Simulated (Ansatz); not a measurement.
```xyz
10

O    -0.456   -0.373    2.244
Ge   -1.139   -0.508    0.596
Si    0.336    0.619   -0.903
O     1.827    0.089   -0.468
Cl   -0.102    0.095   -2.851
H     0.466   -0.641    2.267
H    -1.277   -1.993    0.198
H    -2.522    0.148    0.699
H     0.272    2.103   -0.877
H     2.595    0.461   -0.906
```

Total charge 0; spin multiplicity 1.

Q: List the PBE/def2-TZVPP orbital energies in eV (the Gaussian-basis code of Ansatz). (Estimate.)

A: Ansatz gave: Occupied: -10804.78, -2739.01, -1781.08, -1338.11, -1191.53, -1191.52, -1191.51, -510.94, -510.11, -249.59, -190.27, -190.13, -190.12, -162.73, -138.66, -114.20, -114.15, -114.14, -95.45, -95.39, -95.34, -30.15, -29.98, -29.97, -29.94, -29.92, -25.66, -24.33, -20.58, -14.75, -13.73, -11.93, -11.17, -10.02, -9.51, -8.88, -8.58, -8.40, -8.07, -7.90, -7.33, -6.46. Lowest empty: -1.53, -0.98, -0.21, 0.42, 0.56, 0.85, 1.28, 1.59.
